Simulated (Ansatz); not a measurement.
`CC(C)N([SiH3])C(C)C` at its PBE0-D4/def2-TZVP geometry, where that method's forces vanish. The species carries charge 0 and has multiplicity 1.

```
atom    x (Å)    y (Å)    z (Å)
  C1   1.8691   1.1764   0.5919
  C2   0.6165   0.8691  -0.2187
  C3  -0.1104   2.1471  -0.6182
  N4  -0.2601  -0.0717   0.4768
 Si5  -1.2744   0.3991   1.7799
  C6  -0.4779  -1.3744  -0.1457
  C7  -1.1910  -1.2776  -1.4909
  C8   0.8098  -2.1818  -0.2532
  H9   1.6097   1.6728   1.5305
 H10   2.4057   0.2576   0.8343
 H11   2.5424   1.8360   0.0376
 H12   0.9374   0.3798  -1.1439
 H13  -0.9845   1.9236  -1.2329
 H14  -0.4496   2.6974   0.2654
 H15   0.5491   2.8119  -1.1819
 H16  -1.5118  -0.7971   2.6322
 H17  -2.6188   0.9261   1.3874
 H18  -0.6126   1.4677   2.5751
 H19  -1.1420  -1.9248   0.5323
 H20  -2.1378  -0.7430  -1.3896
 H21  -1.3998  -2.2731  -1.8909
 H22  -0.5808  -0.7500  -2.2292
 H23   1.2779  -2.2894   0.7269
 H24   0.6054  -3.1786  -0.6516
 H25   1.5287  -1.7032  -0.9238
```

**Question.** For each bond, give half the difference of the two atoms' forces along it (eV/Å; positive pushes the atoms apart) under PBE-D4, r2SCAN-D4, B3LYP-D4, ωB97M-V in def2-TZVPP. (Best estimate.)

**Answer.** Ansatz gave: 
| bond | length (Å) | PBE-D4 | r2SCAN-D4 | B3LYP-D4 | ωB97M-V |
| --- | --- | --- | --- | --- | --- |
| C1–H10 | 1.091 | 0.09 | -0.03 | -0.08 | -0.06 |
| C1–H11 | 1.093 | 0.09 | -0.03 | -0.06 | -0.07 |
| C2–C3 | 1.524 | 0.00 | 0.07 | 0.14 | 0.11 |
| C3–H13 | 1.092 | 0.09 | -0.03 | -0.08 | -0.06 |
| C3–H14 | 1.095 | 0.11 | -0.03 | -0.08 | -0.06 |
| C3–H15 | 1.093 | 0.10 | -0.04 | -0.07 | -0.07 |
| Si5–H18 | 1.487 | 0.05 | -0.04 | -0.10 | -0.12 |
| C6–C7 | 1.526 | 0.01 | 0.07 | 0.14 | 0.09 |
| C6–C8 | 1.524 | 0.01 | 0.07 | 0.13 | 0.10 |
| C6–H19 | 1.097 | 0.10 | -0.07 | -0.17 | -0.15 |
| C7–H20 | 1.092 | 0.09 | -0.03 | -0.08 | -0.06 |
| C7–H21 | 1.093 | 0.09 | -0.03 | -0.07 | -0.07 |
| C7–H22 | 1.094 | 0.11 | -0.04 | -0.07 | -0.07 |
| C8–H23 | 1.092 | 0.09 | -0.03 | -0.07 | -0.06 |

B3LYP here is the variant with VWN-RPA as its local correlation; programs differ in this.
